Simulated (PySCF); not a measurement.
Species: C₄H₅ClSi.
Bonds: Cl1–C2, C2–C3 (double), C3–Si4, Si4–C5, C5–C6 (double), C2–C6. Hydrogens: H7 on C3; H8, H9 on Si4; H10 on C5; H11 on C6.

Method: PBE0-D3(BJ)/def2-SVP geometry optimisation, gas phase (PySCF); density fitting, grid level 1; the optimiser is geomeTRIC in internal coordinates, started from a GFN2-xTB structure with every atom displaced at random (about 0.01 Å).

Step 0: E = -24606.8774 eV
```
atom  x, y, z in Å  |  force x, y, z in eV/Å
Cl1     1.3028   -0.0391   -0.1011   -0.593   0.017  -0.047
C2     -0.4422   -0.1234   -0.2591    0.631  -0.213   0.039
C3     -1.1450   -1.2664   -0.2782    0.892  -0.886   0.135
Si4    -2.9219   -0.8503   -0.4590    0.207   0.678   0.225
C5     -2.5157    0.9762   -0.5057   -0.505   0.124   0.017
C6     -1.1931    1.1292   -0.3823   -0.035  -0.363  -0.002
H7     -0.6429   -2.2277   -0.1846    0.009  -0.109  -0.012
H8     -3.7327   -1.2227    0.7094   -0.302  -0.157   0.306
H9     -3.5269   -1.3315   -1.6921   -0.357  -0.301  -0.586
H10    -3.1735    1.8272   -0.5817   -0.326   0.423  -0.084
H11    -0.6686    2.0625   -0.3639    0.378   0.786   0.010
```

Step 1: E = -24606.9645 eV
```
atom  x, y, z in Å  |  force x, y, z in eV/Å
Cl1     1.2740   -0.0001   -0.1294    0.266  -0.035   0.041
C2     -0.4367   -0.1449   -0.2557   -0.057   0.087  -0.021
C3     -1.1093   -1.3113   -0.2598   -0.134   0.135  -0.030
Si4    -2.9093   -0.8320   -0.4506   -0.089  -0.075  -0.037
C5     -2.5291    1.0066   -0.4986   -0.020  -0.058   0.004
C6     -1.1943    1.1247   -0.3765    0.025   0.097   0.015
H7     -0.6111   -2.2760   -0.1795    0.000  -0.041   0.002
H8     -3.7736   -1.2309    0.7022    0.018   0.007   0.008
H9     -3.5422   -1.3529   -1.7042    0.039   0.028   0.034
H10    -3.1835    1.8760   -0.5909   -0.007  -0.034   0.001
H11    -0.6446    2.0747   -0.3551   -0.042  -0.111  -0.019
```

**Question.** Estimate the geometry and energy of step 2. (The exact step hangs on the optimiser's Hessian estimate; all steps are aligned on step 1, rigid shifts and turns removed.)

**Answer.** E = -24606.9679 eV, largest force 0.091 eV/Å
```
atom  x, y, z in Å  |  force x, y, z in eV/Å
Cl1     1.2901   -0.0125   -0.1161   -0.017  -0.011   0.004
C2     -0.4301   -0.1381   -0.2564   -0.047   0.015  -0.006
C3     -1.1142   -1.2988   -0.2649    0.074  -0.041  -0.003
Si4    -2.9162   -0.8353   -0.4507    0.020   0.011  -0.006
C5     -2.5271    0.9996   -0.4978    0.018   0.089   0.006
C6     -1.1914    1.1297   -0.3786   -0.044  -0.058   0.009
H7     -0.6185   -2.2660   -0.1851   -0.007  -0.019   0.007
H8     -3.7740   -1.2353    0.7061    0.017   0.004   0.005
H9     -3.5465   -1.3532   -1.7032    0.013   0.009   0.000
H10    -3.1857    1.8652   -0.5895   -0.014   0.004  -0.006
H11    -0.6462    2.0786   -0.3619   -0.015  -0.003  -0.012
```

The energy changes by -0.0034 eV. The first-order estimate −F·Δx gives -0.0093 eV and the mean of the old and new forces, exact on a quadratic surface, -0.0034 eV. The step makes an angle of 54° with the force vector and moves no atom by more than 0.024 Å.

The cost below is that of the whole optimisation. Hardware: an Arm Neoverse V1 with one thread, shared host with 32 logical CPUs at a one-minute load of 31. Cost: 28 s of wall time, 0.51 GiB resident at most.
